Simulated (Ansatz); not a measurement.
Geometry optimisation, RKS r2SCAN-D4/def2-SVP (Ansatz 0.2.0).

The input (input.yaml):

```yaml
crystal:
  periodic: [false, false, false]
  atoms:
    - { symbol: B, position_ang: [0.0, 0.0, 0.0] }
    - { symbol: H, position_ang: [0.0, 0.0, 1.54] }
    - { symbol: C, position_ang: [1.3856, 0.0, -0.8] }
    - { symbol: H, position_ang: [1.7152, -1.0462, -0.9702] }
    - { symbol: H, position_ang: [1.2491, 0.508, -1.7774] }
    - { symbol: H, position_ang: [2.1552, 0.5381, -0.2082] }
    - { symbol: "N", position_ang: [-1.3423, 0.0, -0.775] }
    - { symbol: H, position_ang: [-2.0112, -0.8164, -0.6764] }
    - { symbol: H, position_ang: [-1.5914, 0.8164, -1.4036] }
    - { symbol: O, position_ang: [-0.2139, 1.6086, 0.5392] }
    - { symbol: C, position_ang: [-1.4111, 2.3603, 0.4047] }
    - { symbol: H, position_ang: [-2.1842, 1.7397, -0.0944] }
    - { symbol: H, position_ang: [-1.7728, 2.6639, 1.4093] }
    - { symbol: H, position_ang: [-1.2133, 3.2659, -0.206] }
    - { symbol: H, position_ang: [-0.1135, 0.8538, 1.537] }
basis:
  gaussian: { orbitals: def2-SVP }
hamiltonian:
  xc: r2scan
  dispersion: d4
relax:
  f_tol: 0.15
  max_steps: 25
  restrain:
    - { distance: [0, 9], at: 2.61, k: 30.0 }
    - { distance: [14, 1], at: 1.86, k: 30.0 }
    - { distance: [0, 1], at: 1.19, k: 30.0 }
    - { distance: [14, 9], at: 1.01, k: 30.0 }
```

Run as:

```bash
$ ansatz run input.yaml --threads 4 --pin off --max-ram 5120MiB --backend cpu --events-out ev --progress --plain --runs-dir out
```

Task: Where does it end, and by what steps?

Result: The run converged. The restraints hold the end off the free minimum; the threshold counts their pulls, which the force column leaves out. Restrained pairs: B1–O10 (1.71 → 2.62 Å), H2–H15 (0.86 → 1.86 Å), B1–H2 (1.54 → 1.20 Å), O10–H15 (1.26 → 0.98 Å). After 12 steps the energy has fallen by 3.602 eV (the restraints' own energy left out); H9 moved furthest, 1.18 Å.

```csv
step,energy less start (eV),largest force component (eV/Å),accepted
0,0.0000,4.195,yes
1,-0.9535,2.777,yes
2,-1.6027,3.108,yes
3,-2.1430,3.190,yes
4,-2.9563,1.268,yes
5,-3.2692,1.489,yes
6,-3.3926,1.266,yes
7,-3.5122,0.894,yes
8,-3.5810,0.788,yes
9,-3.5911,0.691,yes
10,-3.5932,0.706,yes
11,-3.5974,0.581,yes
12,-3.6020,0.658,yes
```

```xyz
15
Properties=species:S:1:pos:R:3
B -0.034 -0.299 -0.167
H -0.124 -0.548 1.007
C 1.366 -0.060 -0.841
H 1.975 -0.976 -0.781
H 1.299 0.226 -1.902
H 1.926 0.728 -0.312
N -1.222 -0.376 -0.908
H -2.125 -0.592 -0.506
H -1.256 -0.199 -1.906
O -0.153 2.095 0.880
C -1.425 2.673 0.691
H -2.105 2.009 0.122
H -1.914 2.951 1.641
H -1.287 3.595 0.103
H -0.270 1.265 1.398
```

Time of the run: 33 s on 4 threads of Arm Neoverse V1, with other jobs on the host, peak memory 0.18 GiB.
